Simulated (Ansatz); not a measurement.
Reaction (isomerisation): `O=C1CBC1` → `OCC1=CB1`

Computed with Ansatz on PBE0-D4/def2-TZVP structures; ΔE is electronic, products minus reactants. CCSD(T)/CBS adds triple-zeta CCSD(T) − MP2 to the extrapolated MP2 energy (def2 sets, frozen cores). DFT in def2-TZVPP. B3LYP here is the variant with VWN-RPA as its local correlation; programs differ in this. HSE06 is defined as in plane-wave codes. Each species was taken in one conformer, which may not be the lowest.

```
             level  ΔE (kJ/mol)  difference from CCSD(T)/CBS
       LDA (SPW92)         66.1                          9.5
            PBE-D4         66.9                         10.3
         revPBE-D4         71.1                         14.5
           BLYP-D4         61.4                          4.8
         r2SCAN-D4         63.4                          6.8
            B97M-V         59.5                          2.9
           PBE0-D4         61.8                          5.2
          B3LYP-D4         57.0                          0.4
        r2SCANh-D4         61.2                          4.6
          HSE06-D4         61.8                          5.2
          BHLYP-D4         52.4                         -4.2
      CAM-B3LYP-D4         55.9                         -0.7
           ωB97X-V         62.9                          6.3
           ωB97M-V         57.5                          0.9
          PBE-QIDH         60.4                          3.8
               PBE         65.8                          9.2
            revPBE         65.9                          9.3
              BLYP         58.4                          1.8
              PBE0         61.0                          4.4
             B3LYP         55.1                         -1.5
           r2SCANh         61.1                          4.5
             HSE06         61.1                          4.5
             BHLYP         51.3                         -5.3
         CAM-B3LYP         55.2                         -1.4
           LC-ωPBE         64.7                          8.1
RPA@PBE/def2-TZVPP         62.0                          5.4
       HF/def2-SVP         51.1                         -5.5
      MP2/def2-SVP         64.1                          7.5
     CCSD/def2-SVP         64.8                          8.2
  CCSD(T)/def2-SVP         67.1                         10.5
     HF/def2-TZVPP         48.1                         -8.5
    MP2/def2-TZVPP         56.8                          0.2
SCS-MP2/def2-TZVPP         57.6                          1.0
   CCSD/def2-TZVPP         58.2                          1.6
CCSD(T)/def2-TZVPP         60.3                          3.7
     HF/def2-QZVPP         47.9                         -8.7
    MP2/def2-QZVPP         54.7                         -1.9
SCS-MP2/def2-QZVPP         55.5                         -1.1
      HF/CBS(def2)         47.9                         -8.7
    CCSD/CBS(def2)         54.5                         -2.1
       CCSD(T)/CBS         56.6                            0
```

Largest T1 diagnostic among the species: 0.014.

From PBE to PBE0 (25 % exact exchange), in def2-TZVPP and without D4, ΔE moves by −4.8 kJ/mol. At CCSD(T), def2-SVP lies +10.5 kJ/mol from the extrapolated value and def2-TZVPP +3.7 kJ/mol. In def2-TZVPP, CCSD(T) changes the Hartree–Fock value by +12.2 kJ/mol (the triples alone add +2.1 kJ/mol) and MP2 by +8.7 kJ/mol.
